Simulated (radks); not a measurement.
Results of a calculation; reference values are marked as such.
Neutral promethium inside a hard spherical wall (all orbitals vanish at R), configuration held at [Xe] 4f5 6s2 and not refilled when levels cross. Code: a radial shooting solver on a logarithmic mesh with Libxc functionals. Model: scalar-relativistic Kohn-Sham, PBE, spin-unpolarised, spherical densities, point nucleus. Eigenvalues in eV, with the zero of energy where the potential of the charges vanishes at infinity; a dash marks a level that is unbound or too diffuse for the functional's potential to be trusted. A positive occupied level is held by the wall or, in an anion where self-interaction has pushed it up, behind a barrier. The pressure on the wall is -dE/dV.

R (bohr)  E (hartree)  kinetic (hartree)    e(5s)    e(5p)   e(6s)   e(4f)  e(5d, empty)  e(6p, empty)  pressure (GPa)
free      -10020.5659          10688.668  -41.873  -22.673  -3.543  -2.154        -1.804        -1.220               0
15        -10020.5658          10688.669  -41.869  -22.668  -3.540  -2.150        -1.800        -1.201        0.000318
12        -10020.5653          10688.674  -41.824  -22.624  -3.505  -2.105        -1.758        -1.096         0.00896
10        -10020.5621          10688.699  -41.655  -22.456  -3.368  -1.939        -1.607        -0.793          0.0811
6         -10020.4267          10689.314  -39.297  -20.180  -0.382   0.427         0.729         4.094            8.33
5         -10020.2041          10690.160  -37.370  -18.368   3.404   2.472         2.987         9.664            34.0
2          -9995.3173          10771.215   27.561   55.578  217.08  69.335        101.78        250.78           31000
1.5        -9938.9434          10936.044   148.00   192.77  547.67  148.40        262.04        596.09          225000
